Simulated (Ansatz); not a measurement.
One change: `C[O][GeH2][SH]` becomes `C[O][GeH]([F])[SH]`.

Ansatz, PBE0-D4/def2-TZVP geometries, multiplicity 1. Each molecule was computed in one conformer, which needn't be the lowest.

Scalar relativity is left out up to krypton.

```
                                        property  `C[O][GeH2][SH]`
             HOMO energy (B3LYP/def2-TZVPP) / eV             -7.33
              LUMO energy (PBE0/def2-TZVPP) / eV              0.19
size of the dipole moment (B3LYP/def2-TZVPP) / D              0.30
           HOMO–LUMO gap (B3LYP/def2-TZVPP) / eV              7.21
               HOMO energy (PBE/def2-TZVPP) / eV             -6.31
               LUMO energy (PBE/def2-TZVPP) / eV             -0.77
```

Give the same properties after the change, and the shifts. (Estimate.)

Computed: 
| property | `C[O][GeH]([F])[SH]` | shift |
| --- | --- | --- |
| HOMO energy (B3LYP/def2-TZVPP) / eV | -7.69 | -0.36 |
| LUMO energy (PBE0/def2-TZVPP) / eV | -0.24 | -0.43 |
| size of the dipole moment (B3LYP/def2-TZVPP) / D | 0.90 | 0.60 |
| HOMO–LUMO gap (B3LYP/def2-TZVPP) / eV | 7.15 | -0.06 |
| HOMO energy (PBE/def2-TZVPP) / eV | -6.66 | -0.35 |
| LUMO energy (PBE/def2-TZVPP) / eV | -1.24 | -0.47 |

With PBE0 the HOMO falls by 0.37 eV and the LUMO falls by 0.43 eV, so the gap narrows by about 0.06 eV. PBE moves the HOMO by -0.35 eV and ωB97M-V by -0.38 eV. Dipoles are sizes alone; their direction can turn.

B3LYP here is the variant with VWN-RPA as its local correlation; programs differ in this.
